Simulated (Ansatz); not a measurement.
Geometry optimisation, Ansatz, RKS PBE0/def2-SVP.

The input (input.yaml):

```yaml
crystal:
  periodic: [false, false, false]
  atoms:
    - { symbol: W, position_ang: [0.000311, -0.395085, -0.324314] }
    - { symbol: H, position_ang: [-0.191232, -0.029315, 1.327942] }
    - { symbol: F, position_ang: [1.820254, -0.153708, -0.120737] }
    - { symbol: H, position_ang: [-0.110359, 1.199658, 0.10643] }
    - { symbol: Cl, position_ang: [-2.240325, -0.610512, -0.461039] }
    - { symbol: Cl, position_ang: [0.253821, -2.459806, 0.711965] }
    - { symbol: Cl, position_ang: [0.113844, 0.663619, -2.374197] }
    - { symbol: Cl, position_ang: [-1.6645, 2.245079, 1.50018] }
    - { symbol: H, position_ang: [-1.213214, 1.23487, 2.23787] }
basis:
  gaussian: { orbitals: def2-SVP }
hamiltonian:
  xc: pbe0
relax:
  f_tol: 0.03
  max_steps: 50
```

Run as:

```bash
$ ansatz run input.yaml --threads 4 --pin off --max-ram 5120MiB --backend cpu --events-out ev --progress --plain --runs-dir out
```

Task: Where does it end, and by what steps?

Result: The run converged. The force dipped under the threshold on the way, but the program's further checks kept it going. After 14 steps the energy has fallen by 0.286 eV; H9 moved furthest, 0.94 Å.

```
step  energy less start (eV)  largest force component (eV/Å)  accepted
   0                  0.0000                           1.048       yes
   1                 -0.1554                           0.779       yes
   2                 -0.2092                           0.737       yes
   3                 -0.2537                           0.636       yes
   4                 -0.2644                           0.444       yes
   5                 -0.2755                           0.295       yes
   6                 -0.2812                           0.061       yes
   7                 -0.2730                           0.619        no
   8                 -0.2831                           0.097       yes
   9                 -0.2825                           0.245        no
  10                 -0.2846                           0.028       yes
  11                 -0.2845                           0.069        no
  12                 -0.2852                           0.010       yes
  13                 -0.2856                           0.011       yes
  14                 -0.2862                           0.020       yes
```

```xyz
9
Properties=species:S:1:pos:R:3
W 0.078 -0.561 -0.492
H -0.329 -0.197 1.082
F 1.779 -0.031 -0.010
H -0.372 0.989 -0.087
Cl -2.132 -0.916 -0.772
Cl 0.418 -2.605 0.551
Cl 0.322 0.496 -2.535
Cl -1.614 2.660 1.945
H -1.381 1.859 2.923
```

Whether the end is a true minimum wasn't checked by a vibrational analysis.

The run took 52 s on 4 threads of Arm Neoverse V2, on a shared host, peak memory 0.4 GiB.
